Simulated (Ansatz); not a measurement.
**Molecular dynamics of H₈CO₆**

Input:

```yaml
accuracy: low
crystal:
  lattice:
    - [5.892531, 0.0, 0.0]
    - [0.0, 5.892531, 0.0]
    - [0.0, 0.0, 5.892531]
  atoms:
    - { symbol: O, position: [0.20912232, 0.43359092, 0.62347755] }
    - { symbol: H, position: [0.11538208, 0.52893566, 0.72323595] }
    - { symbol: H, position: [0.13384468, 0.33985415, 0.51306751] }
    - { symbol: O, position: [0.14777014, 0.79430012, 0.30104633] }
    - { symbol: H, position: [0.2850434, 0.88565385, 0.31035936] }
    - { symbol: H, position: [0.18434395, 0.66308714, 0.39134094] }
    - { symbol: O, position: [0.83603171, 0.19230116, 0.39102175] }
    - { symbol: H, position: [0.90488352, 0.04826447, 0.39004035] }
    - { symbol: H, position: [0.78647451, 0.23676807, 0.53586201] }
    - { symbol: O, position: [0.60432715, 0.27639513, 0.77544857] }
    - { symbol: H, position: [0.55004203, 0.19705116, 0.90114212] }
    - { symbol: H, position: [0.46079783, 0.34648699, 0.72476929] }
    - { symbol: C, position: [0.78708043, 0.70570741, 1.01592034] }
    - { symbol: O, position: [0.68337555, 0.64795285, 1.18369409] }
    - { symbol: O, position: [0.88981819, 0.74155222, 0.85297078] }
basis:
  ecutwfc: 500.0
kpoints:
  mp_grid: { grid: [1, 1, 1] }
hamiltonian:
  xc: r2scan
scf:
  occupations: { method: fermi_dirac, width: 0.05 }
  lower_state_search: "off"
md:
  timestep: 0.75
  n_steps: 140
  ensemble: nve
  temperature: 500.0
  initial_velocities: maxwell_boltzmann
  seed: 873333
```

Launched with:

```bash
$ ansatz run input.yaml --threads 1 --pin off --max-ram 3072MiB --backend cpu --events-out ev --progress --plain --runs-dir out
```

It goes on from the last frame of an earlier run, with new velocities.

Output, in part (step lines):

```
md step     0: t =     0.00 fs  T =   500.0 K  F+E_penalty+E_count = -3790.01244505 eV  E_kin = 0.904820 eV  conserved = -3789.10762506 eV  (10 SCF iters)
md step     1: t =     0.75 fs  T =   494.4 K  F+E_penalty+E_count = -3789.99644752 eV  E_kin = 0.894739 eV  conserved = -3789.10170896 eV  (9 SCF iters)
md step     2: t =     1.50 fs  T =   427.5 K  F+E_penalty+E_count = -3789.86465460 eV  E_kin = 0.773692 eV  conserved = -3789.09096214 eV  (9 SCF iters)
md step     3: t =     2.25 fs  T =   379.0 K  F+E_penalty+E_count = -3789.77090892 eV  E_kin = 0.685799 eV  conserved = -3789.08510987 eV  (8 SCF iters)
md step     4: t =     3.00 fs  T =   399.8 K  F+E_penalty+E_count = -3789.80874558 eV  E_kin = 0.723468 eV  conserved = -3789.08527805 eV  (9 SCF iters)
md step     5: t =     3.75 fs  T =   489.9 K  F+E_penalty+E_count = -3789.97764251 eV  E_kin = 0.886500 eV  conserved = -3789.09114248 eV  (7 SCF iters)
md step     6: t =     4.50 fs  T =   599.9 K  F+E_penalty+E_count = -3790.18680009 eV  E_kin = 1.085523 eV  conserved = -3789.10127740 eV  (6 SCF iters)
md step     7: t =     5.25 fs  T =   649.7 K  F+E_penalty+E_count = -3790.28566063 eV  E_kin = 1.175713 eV  conserved = -3789.10994763 eV  (5 SCF iters)
[... lines left out ...]
md step   140: t =   105.00 fs  T =   511.4 K  F+E_penalty+E_count = -3790.02680303 eV  E_kin = 0.925536 eV  conserved = -3789.10126671 eV  (9 SCF iters)
```

The steps, from the saved trajectory:

| time (fs) | T (K) | potential energy less start (eV) | conserved less start (meV/atom) |
| --- | --- | --- | --- |
| 0.0 | 500 | 0.000 | 0.00 |
| 3.0 | 400 | 0.204 | 1.49 |
| 6.0 | 583 | -0.149 | 0.07 |
| 9.0 | 532 | -0.059 | -0.08 |
| 12.0 | 376 | 0.247 | 1.52 |
| 15.0 | 583 | -0.145 | 0.41 |
| 18.0 | 607 | -0.192 | 0.12 |
| 21.0 | 386 | 0.227 | 1.40 |
| 24.0 | 507 | 0.001 | 0.85 |
| 27.0 | 482 | 0.045 | 0.82 |
| 30.0 | 382 | 0.231 | 1.20 |
| 33.0 | 489 | 0.037 | 1.10 |
| 36.0 | 461 | 0.090 | 1.29 |
| 39.0 | 560 | -0.098 | 0.73 |
| 42.0 | 444 | 0.124 | 1.58 |
| 45.0 | 570 | -0.116 | 0.75 |
| 48.0 | 545 | -0.074 | 0.49 |
| 51.0 | 350 | 0.293 | 1.44 |
| 54.0 | 520 | -0.024 | 0.77 |
| 57.0 | 469 | 0.071 | 1.03 |
| 60.0 | 503 | 0.008 | 0.88 |
| 63.0 | 482 | 0.051 | 1.17 |
| 66.0 | 591 | -0.152 | 0.81 |
| 69.0 | 572 | -0.123 | 0.43 |
| 72.0 | 361 | 0.269 | 1.15 |
| 75.0 | 497 | 0.012 | 0.44 |
| 78.0 | 402 | 0.189 | 0.71 |
| 81.0 | 434 | 0.132 | 0.80 |
| 84.0 | 376 | 0.240 | 0.97 |
| 87.0 | 398 | 0.195 | 0.75 |
| 90.0 | 411 | 0.172 | 0.74 |
| 93.0 | 358 | 0.276 | 1.25 |
| 96.0 | 536 | -0.062 | 0.23 |
| 99.0 | 472 | 0.060 | 0.61 |
| 102.0 | 396 | 0.208 | 1.33 |
| 105.0 | 511 | -0.014 | 0.42 |

All steps were run. The conserved energy stayed within 2 meV per atom of its start (net change 0.42 meV per atom), so the integration is sound. A run of 0.1 ps of so small a system gives no equilibrium averages. Limits of this set-up: coarse k mesh, low accuracy level.

Mean squared displacements from the first frame to the last, about the centre of mass: O 0.14 Å², H 0.30 Å², C 0.04 Å².

Last frame:

```xyz
15
Lattice="5.8925 0.0000 0.0000 0.0000 5.8925 0.0000 0.0000 0.0000 5.8925" Properties=species:S:1:pos:R:3
O 1.125 2.736 3.551
H 0.617 3.319 4.184
H 0.368 2.288 2.993
O 1.204 4.840 1.938
H 2.151 4.879 1.685
H 1.132 4.008 2.480
O 5.287 0.809 2.369
H 5.861 0.018 2.364
H 4.515 0.831 3.015
O 3.378 1.428 4.465
H 3.438 1.982 5.282
H 2.473 1.609 4.183
C 4.458 4.237 6.021
O 3.612 3.948 6.726
O 5.364 4.377 5.265
```

Time of the run: 16 min on 1 thread of Arm Neoverse V2, with other jobs on the host, peak memory 0.55 GiB.
